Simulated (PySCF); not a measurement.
Species: hexafluoroethane, C₂F₆.
Cartesian coordinates in Å at the PBE0-D3(BJ)/def2-TZVP level; atoms count from 1:
```xyz
8
C2F6 angstrom
F     -0.1664    0.5131   -1.6671
C      0.4940    0.0776   -0.6044
F      1.4441    0.9488   -0.2960
F      1.0518   -1.0906   -0.8876
C     -0.4793   -0.0818    0.5902
F     -1.0555    1.0810    0.8581
F     -1.4150   -0.9718    0.2928
F      0.1868   -0.4930    1.6597
```

Computed with PySCF at wB97X-D/pcSseg-2, non-relativistic, on one gas-phase PBE0-D3(BJ)/def2-TZVP geometry that isn't relaxed in the solvent. The solvent is an IEF-PCM continuum (Bondi radii, 1.10 Å for H, scaled by 1.2). The model holds no explicit solvent molecules, cavitation or dispersion.

Gas phase at wB97X-D/pcSseg-2: HOMO -13.34 eV, LUMO 3.98 eV, dipole 0.01 D.

**Question.** What does the continuum do to the energy, the frontier levels and the dipole at wB97X-D/pcSseg-2 in chloroform?

**Answer.** 
| solvent | ε | E(solvent) − E(gas) (kcal/mol) | polarisation term (kcal/mol) | distortion of the solute (kcal/mol) | HOMO (eV) | LUMO (eV) | dipole (D) |
| --- | --- | --- | --- | --- | --- | --- | --- |
| chloroform | 4.711 | -0.50 | -0.51 | 0.01 | -13.23 | 4.09 | 0.01 |

The polarisation term is half the interaction of the solute with the surface charges that it induces; the rest is the cost of distorting the solute's density. The sum is the electrostatic part of solvation alone.

The pairwise dispersion term of wB97X-D wasn't added to the energies; at a given geometry it leaves orbitals and properties as they are.
